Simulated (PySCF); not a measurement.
CH8ClNSi2, SMILES C[SiH2]N[SiH2]Cl.

Geometry: B3LYP-D3(BJ)/def2-SVP. This is a generated structure with no PubChem entry under its InChIKey; it may be hypothetical. Other conformers were not sampled.

Calculation: B3LYP-D3(BJ)/def2-SVP run with PySCF 2.14.0.

Frequencies are harmonic and unscaled.

Computed normal modes with their intensities:
```csv
mode,ν (cm⁻¹),IR (km/mol),Raman (Å⁴/amu),depolarisation,moving atoms (share of kinetic energy)
1,43,1.0,0.4,0.75,"H 35 %, Si 25 %, C 22 %, Cl 12 %"
2,63,1.3,0.8,0.74,"Cl 43 %, Si 18 %, C 17 %, H 14 %, N 8 %"
3,154,0.0,0.4,0.54,"C 32 %, H 29 %, Si 28 %, N 9 %"
4,197,0.3,0.2,0.32,H 93 %
5,230,5.1,2.5,0.65,"H 30 %, N 26 %, Si 19 %, Cl 16 %, C 9 %"
6,309,5.1,2.1,0.75,"N 36 %, Si 33 %, H 22 %"
7,379,34.5,3.5,0.68,"H 82 %, N 11 %"
8,501,6.6,3.0,0.68,H 91 %
9,512,80.5,10.2,0.17,"Si 47 %, Cl 38 %, H 11 %"
10,582,21.3,7.0,0.56,"H 51 %, Si 37 %"
11,661,4.2,10.8,0.17,"H 45 %, Si 23 %, N 22 %, C 9 %"
12,688,4.9,11.0,0.62,"H 47 %, C 35 %, Si 16 %"
13,733,50.4,8.1,0.73,"H 83 %, N 8 %"
14,753,37.9,10.5,0.62,"H 81 %, Si 9 %, C 8 %"
15,817,41.9,3.1,0.74,"H 64 %, N 18 %, C 9 %, Si 9 %"
16,881,35.7,8.0,0.75,"H 76 %, C 17 %"
17,896,430.2,9.3,0.64,"H 78 %, Si 14 %"
18,942,241.7,11.6,0.70,H 89 %
19,947,106.0,8.8,0.72,"H 49 %, N 37 %, Si 14 %"
20,959,206.5,12.0,0.70,"H 82 %, Si 13 %"
21,1007,48.5,16.6,0.75,H 88 %
22,1198,157.8,0.7,0.54,"H 66 %, N 30 %"
23,1279,27.4,1.2,0.29,"H 79 %, C 21 %"
24,1436,4.2,14.1,0.73,H 96 %
25,1445,5.4,9.0,0.75,H 96 %
26,2196,164.3,100.5,0.75,H 96 %
27,2208,158.5,194.1,0.09,H 98 %
28,2256,103.0,191.0,0.12,H 97 %
29,2266,111.0,72.0,0.46,H 96 %
30,3034,1.6,125.5,0.02,H 97 %
31,3126,4.4,84.9,0.72,"H 91 %, C 9 %"
32,3130,1.8,49.3,0.75,"H 91 %, C 9 %"
33,3570,40.0,92.0,0.25,H 93 %
```
